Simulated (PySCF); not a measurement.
## Does the structure fit the spectrum?

A compound C7H7F gives the data below (simulated from a calculation) and was assigned the structure `Cc1ccc(F)cc1`.

$^{13}$C{$^{1}$H} NMR (computed): δ 171.6 (C), 136.5 (CH), 132.9 (CH), 131.4 (C), 129.0 (CH), 120.8 (CH), 18.5 (CH3).

$^{1}$H NMR (400 MHz, computed): δ 7.50 (m, 1H), 7.47 (m, 1H), 7.30 (m, 1H), 7.30 (m, 1H), 2.47 (s, 3H).

How the numbers were obtained: PBE0/pcSseg-1 with gauge-including orbitals, coordinates at the GFN2-xTB level, in PySCF 2.14.0 with density-fitted response routines (one computed conformer, fast rotation and ring inversion assumed for equivalent nuclei, in vacuum, non-relativistic).

References, each an isolated molecule treated in the same way: TMS for $^{1}$H (σ = 31.72 ppm) and $^{13}$C (σ = 186.93 ppm).

Question: Compare with the shifts computed for the proposed structure, pairing carbons in order of shift.

Answer: Atoms are numbered as in `[CH3:1][c:2]1[cH:3][cH:4][c:5]([F:6])[cH:7][cH:8]1`. Hydrogens are named by the atom that carries them.

| atom | computed for proposal | given list | difference |
| --- | --- | --- | --- |
| C5 | 171.1 | 171.6 | -0.5 |
| C2 | 138.4 | 136.5 | +1.9 |
| C3 | 135.7 | 132.9 | +2.8 |
| C8 | 135.7 | 131.4 | +4.3 |
| C4 | 121.2 | 129.0 | -7.8 |
| C7 | 121.2 | 120.8 | +0.4 |
| C1 | 23.4 | 18.5 | +4.9 |

The rms difference is 4.1 ppm and the largest -7.8 ppm at C4 (aromatic CH). The proposal also would give 5 carbon signals, not 7. The carbon types in order of shift don't match either: C, C, CH, CH, CH, CH, CH3 for the proposal against C, CH, CH, C, CH, CH, CH3 in the data. The proposal doesn't fit.

Question: Which isomer fits?

Answer: 2-methyl-1-fluorobenzene (c1(C)ccccc1F).

Carbon types of the structure: 2 × C, 4 × CH, 1 × CH3, which accounts for all hydrogens. δC 171.6: aromatic carbon bearing fluorine; σ withdrawal by the attached heteroatom moves it downfield of the ring CH carbons. δC 136.5, 132.9, 129.0, 120.8: aromatic CH. δC 131.4: substituted aromatic carbon. δH 7.50, 7.47, 7.30, 7.30: hydrogen on an aromatic CH; it sits in the deshielding region of the aromatic ring current.

The data come from this structure; uniqueness wasn't tested.

Splittings by $^{19}$F in the carbon and heteronuclear signals aren't shown, as no couplings were computed. Shifts are as computed. Against solution values, carbons near 30 ppm lie about +3 ppm off and those near 130 ppm about +5 ppm. Of 246 compounds with measured shifts, 49 miss one by over three times the rms of a fit or turn the order of signals round; such compounds aren't used in these exercises. No couplings were computed; multiplicities are counted from neighbouring protons, with m where these are inequivalent, close in shift, in a saturated or five-membered ring or joined by F or P, and br s for small geminal =CH2 splittings.
